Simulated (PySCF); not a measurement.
FH2OSi2, C2H6FSi, H5OSi2 (calculated)

Computed with PySCF 2.14.0. Calculation on a computer-drawn molecule: the log of a Hartree-Fock and frozen-core CCSD(T) single point meant for a local Hartree-Fock minimum, with one planted fault or none, to be diagnosed. Offsets are logged minus clean, where the clean run is the same molecule without the fault. The reference is restricted for singlets and unrestricted otherwise, and also for a bond in bohr or an excited solution. Adding or removing an electron swaps singlet and doublet. The excited solution moves the top pair (singlet) or top alpha electron (doublet) to the lowest empty orbital. Highest occupied and lowest empty are orbital energies over both spins, largest force is the largest gradient component, triples share is (T) over the correlation energy, the T1 limit is 0.02 restricted and 0.045 unrestricted, electrons count all cores, a negative frequency is imaginary (commonest isotopes), and the dipole is about the centre of nuclear charge.

Common to all runs: meant basis cc-pV(D+d)Z; logged SCF converged yes; possible faults no fault, one electron removed, one electron added, multiplicity raised by two, geometry at a saddle point, SCF held on an excited solution, minimal basis STO-3G, one bond length entered in bohr, all coordinates scaled.

(1) 
```xyz
6
formula=FH2OSi2 meant_charge=0 meant_multiplicity=2 logged_electrons=48 logged_basis_functions=84 logged_spin_squared=0 logged_highest_occupied=-1.6343 logged_lowest_empty=6.6711 logged_largest_force=0.045843 logged_T1_diagnostic=0.020843 logged_D1_diagnostic=0.076789 logged_triples_share=0.028179 logged_CC_converged=yes logged_dipole_magnitude=2.5387 logged_SCF_stable_within_its_kind=yes logged_energy_HF=-753.37127 logged_energy_CCSD(T)=-753.98128 planted_fault=one_electron_added HF_energy_offset_from_clean_run=-16.16 CCSD(T)_energy_offset_from_clean_run=-32.5
O     -0.2592    -0.5533     0.1770
Si     0.1940    -0.1594    -1.1989
Si    -0.4747    -1.3895    -3.0756
F     -0.1940    -0.5428    -4.4304
H      1.1710     0.9111    -1.4894
H     -1.8897    -1.8033    -3.0746
```

Units: logged_highest_occupied, logged_lowest_empty in eV; logged_largest_force in hartree/bohr; logged_dipole_magnitude in debye; logged_energy_HF, logged_energy_CCSD(T) in hartree; HF_energy_offset_from_clean_run, CCSD(T)_energy_offset_from_clean_run in kcal/mol.

Drawn bonds:
```
atom  other atom  order
   1           2      2
   2           3      1
   3           4      1
   2           5      1
   3           6      1
```

Notes: T1 above single-reference limit.

(2) 
```xyz
10
formula=C2H6FSi meant_charge=0 meant_multiplicity=2 logged_electrons=41 logged_basis_functions=95 logged_spin_squared=0.7796 logged_highest_occupied=-2.6595 logged_lowest_empty=-0.82611 logged_largest_force=0.037322 logged_dipole_magnitude=2.3692 logged_SCF_stable_within_its_kind=no logged_energy_HF=-467.43656 planted_fault=SCF_held_on_an_excited_solution HF_energy_offset_from_clean_run=135.6
C     -1.8124    -2.2435    -2.3105
Si    -1.4310    -0.5390    -1.6318
C     -2.0280     0.8345    -2.7580
F     -2.2397    -0.3912    -0.2250
H     -1.3058    -2.4013    -3.2667
H     -1.4890    -3.0252    -1.6195
H     -2.8902    -2.3532    -2.4697
H     -3.1072     0.7452    -2.9209
H     -1.5283     0.7830    -3.7293
H     -1.8294     1.8167    -2.3232
```

Units: logged_highest_occupied, logged_lowest_empty in eV; logged_largest_force in hartree/bohr; logged_dipole_magnitude in debye; logged_energy_HF in hartree; HF_energy_offset_from_clean_run in kcal/mol.

Drawn bonds:
```
atom  other atom  order
   1           2      1
   2           3      1
   2           4      1
   1           5      1
   1           6      1
   1           7      1
   3           8      1
   3           9      1
   3          10      1
```

Notes: coupled-cluster numbers left out as unreliable.

(3) 
```xyz
8
formula=H5OSi2 meant_charge=1 meant_multiplicity=1 logged_electrons=40 logged_basis_functions=85 logged_spin_squared=0 logged_highest_occupied=-16.903 logged_lowest_empty=-5.6346 logged_largest_force=2.88e-05 logged_lowest_frequency=55.917 logged_T1_diagnostic=0.012574 logged_D1_diagnostic=0.027718 logged_triples_share=0.021467 logged_CC_converged=yes logged_dipole_magnitude=2.4829 logged_SCF_stable_within_its_kind=yes logged_energy_HF=-655.39039 logged_energy_CCSD(T)=-655.80321
O      0.3230     1.3111    -0.8745
Si     0.8978     0.1214     0.0812
Si    -0.7749     0.5881     1.7527
H      0.6651     1.5575    -1.7259
H      2.2172     0.3550     0.6737
H      0.6943    -1.2463    -0.4033
H     -2.1316     0.0245     1.7256
H     -0.6111     1.5911     2.8141
```

Units: logged_highest_occupied, logged_lowest_empty in eV; logged_largest_force in hartree/bohr; logged_lowest_frequency in cm⁻¹; logged_dipole_magnitude in debye; logged_energy_HF, logged_energy_CCSD(T) in hartree.

Drawn bonds:
```
atom  other atom  order
   1           2      1
   2           3      1
   1           4      1
   2           5      1
   2           6      1
   3           7      1
   3           8      1
```

Questions
1. H5OSi2 (entry 3): planted fault?

Calculated values
1. no fault

Further results for H5OSi2 (entry 3):

* HF energy offset from clean run: 0 kcal/mol
* CCSD(T) energy offset from clean run: 0 kcal/mol
